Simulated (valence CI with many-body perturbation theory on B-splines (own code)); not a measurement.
Pd¹⁴⁺: configurations and terms from energies and g

Calculated by relativistic CI+MBPT: four valence electrons over a frozen Dirac-Fock core [Ar] 3d10, radial functions for each j: 11 s, 11 p, 9 d, 7 f, 5 g, 2 h, 1 i, with the one-electron correlation potential Σ1, the two-electron term Σ2, the three-electron term Σ3, Breit, model QED; selected CI, second order for the rest (own B-spline code, finite nucleus).

No measured levels were compared; by estimate levels hold to about 250 cm⁻¹ or 0.2 % of their energy and the worst to 1 %, as in measured heavy ions of charge 2 to 7; those with d or f electrons hold less well.

```json
{"No.": "2", "J": "1", "Parity": "even", "E (cm⁻¹)": "36871", "g": "1.500"}
{"No.": "6", "J": "2", "Parity": "odd", "E (cm⁻¹)": "286380", "g": "1.930"}
{"No.": "7", "J": "1", "Parity": "odd", "E (cm⁻¹)": "344200", "g": "0.717"}
{"No.": "9", "J": "3", "Parity": "odd", "E (cm⁻¹)": "363920", "g": "1.333"}
{"No.": "11", "J": "1", "Parity": "odd", "E (cm⁻¹)": "400450", "g": "1.340"}
{"No.": "16", "J": "2", "Parity": "odd", "E (cm⁻¹)": "514980", "g": "0.699"}
{"No.": "17", "J": "3", "Parity": "odd", "E (cm⁻¹)": "535000", "g": "1.092"}
{"No.": "19", "J": "4", "Parity": "odd", "E (cm⁻¹)": "568190", "g": "1.250"}
```

Energies count from the lowest level. Strongly mixed levels and levels close to another of their J and parity, and those with J = 0 are left out, so the numbers can have gaps.

Give configuration and LS term of each level.

2: 4s²4p² ³P; 6: 4s4p³ ⁵S°; 7: 4s4p³ ³D°; 9: 4s4p³ ³D°; 11: 4s4p³ ³P°; 16: 4s²4p4d ³F°; 17: 4s²4p4d ³F°; 19: 4s²4p4d ³F°.
